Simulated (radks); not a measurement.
The numbers below are computed, except where a source is named.
Species: Ag. Configuration: [Kr] 4d10 5s1.

Level of theory: scalar-relativistic Kohn-Sham, PBEsol, spin-unpolarised, spherical densities, point nucleus (a radial shooting solver on a logarithmic mesh with Libxc functionals).

Energy parts (hartree):
total: -5313.50360
kinetic: 5519.78747
electron-nucleus: -12846.64112
Hartree: 2159.87234
exchange-correlation: -146.52229

Orbitals (lengths in bohr, moments of r in powers of bohr; <r^-3> diverges for s and p1/2; r(90%) holds 90 % of the orbital's charge):
| orbital | occ. | eigenvalue (hartree) | <r^-3> | r(90%) |
|---|---|---|---|---|
| 1s | 2 | -930.3570 | - | 0.0558 |
| 2s | 2 | -136.9905 | - | 0.209 |
| 2p | 6 | -122.8988 | 3776 | 0.192 |
| 3s | 2 | -25.10484 | - | 0.543 |
| 3p | 6 | -20.47729 | 674.7 | 0.554 |
| 3d | 10 | -13.17436 | 92.19 | 0.547 |
| 4s | 2 | -3.49004 | - | 1.33 |
| 4p | 6 | -2.15034 | 111.6 | 1.48 |
| 4d | 10 | -0.27389 | 8.424 | 2.32 |
| 5s | 1 | -0.16248 | - | 4.81 |

The highest occupied level is 5s at -4.421 eV. The density falls to 0.001 e/bohr^3 at r = 4.25 bohr. For comparison, the ionisation energy in NIST's Atomic Spectra Database is 7.576 eV (measured). In exact Kohn-Sham theory the highest level is minus the ionisation energy, but local and semilocal functionals leave it too shallow, through self-interaction and a potential that decays too fast; potentials with the right tail come closer. Summed over all electrons, <r^2> = 48.18 bohr^2, which gives a Langevin (diamagnetic) susceptibility term of -38.2 x 10^-6 cm^3/mol.

Beside tabulated values, note that spin-unpolarised runs miss the spin-polarisation part of the exchange energy of open shells.
